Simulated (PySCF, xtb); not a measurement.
H7NSi2, SMILES N[SiH2][SiH3]. The values are those of a single conformer.

Harmonic wavenumbers (cm⁻¹) from GFN2-xTB (xtb) at its own minimum, in rising order: 29, 157, 165, 365, 428, 460, 471, 539, 619, 716, 759, 816, 819, 824, 828, 883, 1537, 2189, 2198, 2207, 2212, 2233, 3475, 3506.

Task: What does r2SCAN-D4/def2-SVP run with PySCF give at its own minimum? (An estimate is asked for; the answer gives what the named calculation found.)

Result: 115, 135, 152, 329, 401, 446, 507, 553, 725, 818, 832, 881, 907, 915, 935, 939, 1551, 2191, 2199, 2201, 2207, 2213, 3561, 3657. Paired by order, the mean absolute difference is 51 cm⁻¹ and the zero-point energies are 40.6 and 42.0 kcal/mol.
